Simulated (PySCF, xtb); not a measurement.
NbOCl2, SMILES [O]=[Nb+]([Cl])[Cl], charge +1, multiplicity 1.

GFN2-xTB (xtb 6.7.1) at its own geometry gives an orbital gap of 1.87 eV.

The structure is a stationary point at B3LYP-D3(BJ)/def2-SVP. The spin state was assumed, not searched. The isomer is the one that the SMILES or the coordinates give; other isomers of the formula were not compared. The def2 effective core potentials stand for the cores of Nb; spin–orbit coupling is left out.

What does CAM-B3LYP/def2-TZVPD (PySCF) give? (An estimate is asked for; the answer gives what the named calculation found.)

gap 7.18 eV (levels -16.35 and -9.17 eV).
